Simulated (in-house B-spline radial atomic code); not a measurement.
Successive ionisation energies of neon; each step leads to the configuration of the next row (after the last: bare). Dirac energy differences include first-order Breit, QED and recoil terms. NIST's values go from ground level to ground level; the uncertainty of those that are theory runs from under 0.1 % in few-electron ions to several per cent in heavy many-electron ones. Computed with an all-electron radial atomic-structure program (B-spline basis): Dirac-Hartree-Fock, average of the configuration, finite nuclei.

```csv
ion,configuration,ionisation energy (eV),tabulated value (eV),computed minus tabulated (eV),highest orbital,largest mean radius (bohr)
Ne,[He] 2s2 2p6,19.8,21.56454,-1.7,2p3/2,0.96604
Ne+,[He] 2s2 2p5,41.0,40.96297,0.1,2p3/2,0.87628
Ne2+,[He] 2s2 2p4,65.6,63.4233,2.1,2p3/2,0.82649
Ne3+,[He] 2s2 2p3,?,?,?,?,?
Ne4+,[He] 2s2 2p2,?,?,?,?,?
Ne5+,[He] 2s2 2p1,?,?,?,?,?
Ne6+,[He] 2s2,203.8,207.271,-3.5,2s1/2,0.71064
Ne7+,[He] 2s1,238.9,239.097,-0.2,2s1/2,0.68682
Ne8+,1s2,1194.5,1195.808,-1.3,1s1/2,0.1556
Ne9+,1s1,1362.2,1362.199,0.0,1s1/2,0.14973
```

(1) Fill in the row of Ne3+.

(2) Fill in the row of Ne4+.

(3) Fill in the row of Ne5+.

(4) Where is the largest jump?

Where a p, d or f electron is removed, the computed value is a mean over both j, so it misses the tabulated one by a part of the spin-orbit splitting; averaging over terms and missing correlation add to the gap, relatively most at low charge.

Results:

(1) ionisation energy (eV): 93.3; tabulated value (eV): 97.19; computed minus tabulated (eV): -3.9; highest orbital: 2p3/2; largest mean radius (bohr): 0.79509.

(2) ionisation energy (eV): 124.1; tabulated value (eV): 126.247; computed minus tabulated (eV): -2.2; highest orbital: 2p3/2; largest mean radius (bohr): 0.76522.

(3) ionisation energy (eV): 157.8; tabulated value (eV): 157.934; computed minus tabulated (eV): -0.1; highest orbital: 2p3/2; largest mean radius (bohr): 0.73706.

(4) From Ne7+ to Ne8+, by a factor of 5.00 (238.95 to 1194.5 eV); the highest orbital goes from 2s1/2 to 1s1/2.
